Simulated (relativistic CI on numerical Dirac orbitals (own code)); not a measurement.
# Hyperfine structure of Ir56+, mass number 191

Method of calculation: Dirac-Coulomb-Breit CI, KLI orbitals optimised for each configuration, a model potential for QED, unscaled Slater integrals (own radial code, finite nucleus).

CI space (outside the closed core [Ne]): 3s²3p⁶3d³, 3s²3p⁵3d⁴, 3s3p⁶3d⁴, 3s²3p⁶3d²4s, 3s²3p⁶3d²4p, 3s²3p⁶3d²4d, 3s²3p⁵3d³4s, 3s²3p⁶3d²4f, 3s²3p⁵3d³4p, 3s3p⁶3d³4s, 3p⁶3d⁴4p, 3p⁶3d⁵, 3p⁵3d⁶, 3p⁵3d⁵4s, 3p⁶3d⁴4s, 3p⁵3d⁴4s², 3s²3p⁶3d4s², 3s²3p⁶4s²4p, 3s²3p⁶4s²4d. Double excitations out of closed p, d and f shells are left out; levels of such configurations are missing from the list, as are those of other unlisted configurations, and high levels can miss mixing partners. These lack a partner that the ground configuration has and come out too high: 3s²3p⁵3d³4p.

Nuclear spin I = 3/2, μ = 0.1502 μN, Q = 0.816 b (tables of Stone and Pyykkö). The electronic factors are computed for point nuclear moments, without core polarisation or the Bohr-Weisskopf and QED corrections.

| Level | E (cm⁻¹) | A (MHz) | B (MHz) |
| --- | --- | --- | --- |
| 3s²3p⁶3d³ ⁴F5/2 | 644003 | 7241 | -33700 |
| 3s²3p⁶3d³ ²G7/2 | 731904 | 7924 | 27700 |
| 3s²3p⁶3d³ ⁴P1/2 | 746976 | -4761 |  |
| 3s²3p⁶3d³ ⁴F7/2 | 1364126 | 5861 | -9130 |
| 3s²3p⁶3d³ ²P1/2 | 1479508 | -2150 |  |
| 3s²3p⁶3d³ ²H11/2 | 1485219 | 6965 | 134000 |

Levels with J = 0, under 50 % of one LS term, or S terms without an open s electron are left out. Small factors come from cancelling terms and can be off by tens of per cent or more.

At this charge energies of transitions that change n are usually good to better than 1 %, and those within a shell (Δn = 0) to a few per cent.

Task: Give the hyperfine levels of 3s²3p⁶3d³ ⁴F5/2 relative to its centre of gravity.

Result: With K = F(F + 1) − I(I + 1) − J(J + 1), E = AK/2 + B[¾K(K + 1) − I(I + 1)J(J + 1)]/[2I(2I − 1)J(2J − 1)]: F = 1: -61600, F = 2: -20160, F = 3: 16720, F = 4: 18730 MHz.

LS names give the leading component of a level, which can be under half, so a name can repeat, a term be missing and a line seem to break the LS rules.
